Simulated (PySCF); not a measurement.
CH5InO3, singlet, at a GFN2-xTB geometry (such geometries of metal compounds can be far from the true shape) (all electrons, no relativity); PySCF with CASSCF(10,8)/STO-3G.

Here is a job for PySCF.
```python
from pyscf import gto, scf, mcscf
import numpy

mol = gto.Mole()
mol.atom = '''
    In    0.054536    0.261058    0.138017
    O     1.125404    1.877622    0.042534
    H     1.706271    1.864364   -0.717588
    O    -1.209875    0.049016    1.600199
    H    -1.168119    0.824473    2.160262
    O     0.288820   -1.135941   -1.263631
    C    -0.475158   -2.314838   -1.242414
    H    -1.544557   -2.116868   -1.361112
    H    -0.129332   -2.906602   -2.095607
    H    -0.320347   -2.893766   -0.327142
'''
mol.basis = 'sto-3g'
mol.charge = 0
mol.spin = 0
mol.verbose = 4
mol.build()

mf = scf.RHF(mol)
mf.kernel()
mc = mcscf.CASSCF(mf, 8, 10)
mc.fix_spin_(ss=0.0)
mc.kernel()
occ = numpy.linalg.eigvalsh(mc.fcisolver.make_rdm1(mc.ci, mc.ncas, mc.nelecas))[::-1]
ss = mc.fcisolver.spin_square(mc.ci, mc.ncas, mc.nelecas)[0]
print('natural occupations', occ.round(4), ' <S^2>', round(ss, 4))
```

Q: What does PySCF print? Leave out banner, timings and long lists.

A: 
```
PySCF version 2.14.0

[INPUT] verbose = 4
[INPUT] num. atoms = 10
[INPUT] num. electrons = 84
[INPUT] charge = 0
[INPUT] spin (= nelec alpha-beta = 2S) = 0
[INPUT] symmetry False subgroup None
[INPUT] Mole.unit = angstrom
[INPUT] Symbol           X                Y                Z      unit          X                Y                Z       unit  Magmom
[...]
nuclear repulsion = 511.167027521556
number of shells = 28
number of NR pGTOs = 156
number of NR cGTOs = 52
basis = sto-3g
ecp = {}

******** <class 'pyscf.scf.hf.RHF'> ********
method = RHF
initial guess = minao
damping factor = 0
level_shift factor = 0
DIIS = <class 'pyscf.scf.diis.CDIIS'>
diis_start_cycle = 1
diis_space = 8
diis_damp = 0
SCF conv_tol = 1e-09
SCF conv_tol_grad = None
SCF max_cycles = 50
direct_scf = True
direct_scf_tol = 1e-13
Set gradient conv threshold to 3.16228e-05
Initial guess from minao.
init E= -5929.43026013812
[...]
cycle= 1 E= -5944.53209367431  delta_E= -15.1  |g|= 0.721  |ddm|=  3.9
[...]
cycle= 2 E= -5944.72349295416  delta_E= -0.191  |g|= 0.182  |ddm|= 1.22
[...]
cycle= 3 E= -5944.73801729469  delta_E= -0.0145  |g|= 0.0478  |ddm|= 0.33
[...]
cycle= 4 E= -5944.73914412618  delta_E= -0.00113  |g|= 0.00906  |ddm|= 0.09
[...]
cycle= 5 E= -5944.73919604319  delta_E= -5.19e-05  |g|= 0.00338  |ddm|= 0.0225
[...]
cycle= 6 E= -5944.73920164578  delta_E= -5.6e-06  |g|= 0.000869  |ddm|= 0.0058
[...]
cycle= 7 E= -5944.73920235921  delta_E= -7.13e-07  |g|= 0.000158  |ddm|= 0.00309
[...]
cycle= 8 E= -5944.73920239057  delta_E= -3.14e-08  |g|= 4.46e-05  |ddm|= 0.000655
[...]
cycle= 9 E= -5944.73920239368  delta_E= -3.11e-09  |g|= 9.73e-06  |ddm|= 0.00024
[...]
cycle= 10 E= -5944.73920239381  delta_E= -1.26e-10  |g|= 2.75e-06  |ddm|= 4.31e-05
[...]
Extra cycle  E= -5944.73920239379  delta_E= 1.82e-11  |g|= 1.27e-06  |ddm|= 6.92e-06
converged SCF energy = -5944.73920239379

******** <class 'pyscf.mcscf.mc1step.CASSCF'> ********
CAS (5e+5e, 8o), ncore = 37, nvir = 7
max_cycle_macro = 50
max_cycle_micro = 4
conv_tol = 1e-07
conv_tol_grad = None
orbital rotation max_stepsize = 0.02
orbital rotation threshold for CI restart = 0.01
augmented hessian ah_max_cycle = 30
augmented hessian ah_conv_tol = 1e-12
augmented hessian ah_linear dependence = 1e-14
augmented hessian ah_level shift = 1e-08
augmented hessian ah_start_tol = 2.5
augmented hessian ah_start_cycle = 3
augmented hessian ah_grad_trust_region = 3
kf_trust_region = 3
kf_interval = 4
ci_response_space = 4
ci_grad_trust_region = 3
with_dep4 0
natorb = False
canonicalization = True
sorting_mo_energy = False
ao2mo_level = 2
internal_rotation = False
******** <class 'pyscf.fci.addons.SpinPenaltyFCISolver'> ********
max. cycles = 50
conv_tol = 1e-08
davidson only = True
linear dependence = 1e-12
level shift = 0.001
max iter space = 12
nroots = 1
pspace_size = 400
spin = None
CASCI E = -5944.76113643230  S^2 = 0.0000000
Set conv_tol_grad to 0.000316228
macro iter   1 ( 21 JK    4 micro), CASSCF E = -5944.77646635819  dE = -1.53299259e-02  S^2 = 0.0000000
               |grad[o]|=0.0391  |grad[c]|=0.099  |ddm|=0.0652  |maxRot[o]|=0.282
macro iter   2 ( 21 JK    4 micro), CASSCF E = -5944.78534973171  dE = -8.88337352e-03  S^2 = 0.0000000
               |grad[o]|=0.0243  |grad[c]|=0.0389  |ddm|=0.0274  |maxRot[o]|=0.192
macro iter   3 ( 21 JK    4 micro), CASSCF E = -5944.78731644909  dE = -1.96671738e-03  S^2 = 0.0000000
               |grad[o]|=0.0188  |grad[c]|=0.0264  |ddm|=0.0138  |maxRot[o]|=0.156
macro iter   4 ( 12 JK    3 micro), CASSCF E = -5944.78864542992  dE = -1.32898083e-03  S^2 = 0.0000000
               |grad[o]|=0.0109  |grad[c]|=0.0181  |ddm|=0.00975  |maxRot[o]|=0.0806
macro iter   5 ( 21 JK    4 micro), CASSCF E = -5944.78946066820  dE = -8.15238282e-04  S^2 = 0.0000000
               |grad[o]|=0.00758  |grad[c]|=0.00581  |ddm|=0.00271  |maxRot[o]|=0.0594
macro iter   6 ( 21 JK    4 micro), CASSCF E = -5944.78987230567  dE = -4.11637472e-04  S^2 = 0.0000000
[...]
               |grad[o]|=0.000208  |grad[c]|=0.0026  |ddm|=0.00352  |maxRot[o]|=0.0326
macro iter  33 ( 17 JK    4 micro), CASSCF E = -5944.79086723237  dE = -4.66227448e-06  S^2 = 0.0000000
               |grad[o]|=0.000437  |grad[c]|=0.000792  |ddm|=0.000832  |maxRot[o]|=0.022
macro iter  34 (  7 JK    2 micro), CASSCF E = -5944.79087331876  dE = -6.08639220e-06  S^2 = 0.0000000
               |grad[o]|=0.000144  |grad[c]|=0.00184  |ddm|=0.00124  |maxRot[o]|=0.0275
macro iter  35 ( 12 JK    3 micro), CASSCF E = -5944.79086250282  dE =  1.08159384e-05  S^2 = 0.0000000
               |grad[o]|=0.000207  |grad[c]|=0.00269  |ddm|=0.00364  |maxRot[o]|=0.0327
macro iter  36 ( 17 JK    4 micro), CASSCF E = -5944.79086711750  dE = -4.61467243e-06  S^2 = 0.0000000
               |grad[o]|=0.000446  |grad[c]|=0.000778  |ddm|=0.00091  |maxRot[o]|=0.0223
macro iter  37 (  7 JK    2 micro), CASSCF E = -5944.79087328034  dE = -6.16284797e-06  S^2 = 0.0000000
               |grad[o]|=0.000147  |grad[c]|=0.00186  |ddm|=0.00123  |maxRot[o]|=0.0277
macro iter  38 ( 12 JK    3 micro), CASSCF E = -5944.79086265697  dE =  1.06233729e-05  S^2 = 0.0000000
               |grad[o]|=0.000206  |grad[c]|=0.00262  |ddm|=0.00355  |maxRot[o]|=0.0327
macro iter  39 ( 17 JK    4 micro), CASSCF E = -5944.79086726892  dE = -4.61194577e-06  S^2 = 0.0000000
               |grad[o]|=0.000433  |grad[c]|=0.000788  |ddm|=0.000844  |maxRot[o]|=0.022
macro iter  40 (  7 JK    2 micro), CASSCF E = -5944.79087333606  dE = -6.06714275e-06  S^2 = 0.0000000
               |grad[o]|=0.000141  |grad[c]|=0.00184  |ddm|=0.00123  |maxRot[o]|=0.0275
macro iter  41 ( 12 JK    3 micro), CASSCF E = -5944.79086252775  dE =  1.08083141e-05  S^2 = 0.0000000
               |grad[o]|=0.000206  |grad[c]|=0.00271  |ddm|=0.00365  |maxRot[o]|=0.0327
macro iter  42 ( 17 JK    4 micro), CASSCF E = -5944.79086711565  dE = -4.58790055e-06  S^2 = 0.0000000
               |grad[o]|=0.000446  |grad[c]|=0.000777  |ddm|=0.000906  |maxRot[o]|=0.0223
macro iter  43 (  7 JK    2 micro), CASSCF E = -5944.79087328156  dE = -6.16591569e-06  S^2 = 0.0000000
               |grad[o]|=0.000144  |grad[c]|=0.00186  |ddm|=0.00123  |maxRot[o]|=0.0277
macro iter  44 ( 12 JK    3 micro), CASSCF E = -5944.79086262582  dE =  1.06557400e-05  S^2 = 0.0000000
               |grad[o]|=0.000206  |grad[c]|=0.00264  |ddm|=0.00356  |maxRot[o]|=0.0327
macro iter  45 ( 17 JK    4 micro), CASSCF E = -5944.79086723957  dE = -4.61374293e-06  S^2 = 0.0000000
               |grad[o]|=0.000435  |grad[c]|=0.000785  |ddm|=0.000839  |maxRot[o]|=0.0219
macro iter  46 (  7 JK    2 micro), CASSCF E = -5944.79087332414  dE = -6.08457685e-06  S^2 = 0.0000000
               |grad[o]|=0.000141  |grad[c]|=0.00184  |ddm|=0.00123  |maxRot[o]|=0.0275
macro iter  47 ( 12 JK    3 micro), CASSCF E = -5944.79086250952  dE =  1.08146214e-05  S^2 = 0.0000000
               |grad[o]|=0.000206  |grad[c]|=0.00271  |ddm|=0.00365  |maxRot[o]|=0.0327
macro iter  48 ( 17 JK    4 micro), CASSCF E = -5944.79086710183  dE = -4.59230523e-06  S^2 = 0.0000000
               |grad[o]|=0.000445  |grad[c]|=0.000773  |ddm|=0.000893  |maxRot[o]|=0.0222
macro iter  49 (  7 JK    2 micro), CASSCF E = -5944.79087327285  dE = -6.17102432e-06  S^2 = 0.0000000
               |grad[o]|=0.000144  |grad[c]|=0.00186  |ddm|=0.00123  |maxRot[o]|=0.0277
macro iter  50 ( 12 JK    3 micro), CASSCF E = -5944.79086257748  dE =  1.06953694e-05  S^2 = 0.0000000
               |grad[o]|=0.000206  |grad[c]|=0.00265  |ddm|=0.00357  |maxRot[o]|=0.0326
1-step CASSCF not converged,  50 macro (573 JK 143 micro) steps
CASSCF canonicalization
Density matrix diagonal elements [1.98747674 1.98900505 1.96562283 1.98216417 1.95680017 0.03977826
 0.05519706 0.02395571]
CASSCF energy = -5944.79086257748
CASCI E = -5944.79086257748  E(CI) = -18.2518467501441  S^2 = 0.0000000
natural occupations [1.9975 1.9856 1.9831 1.9686 1.9549 0.0541 0.0324 0.0238]  <S^2> 0.0
```

The run did not converge; its last values are not results.
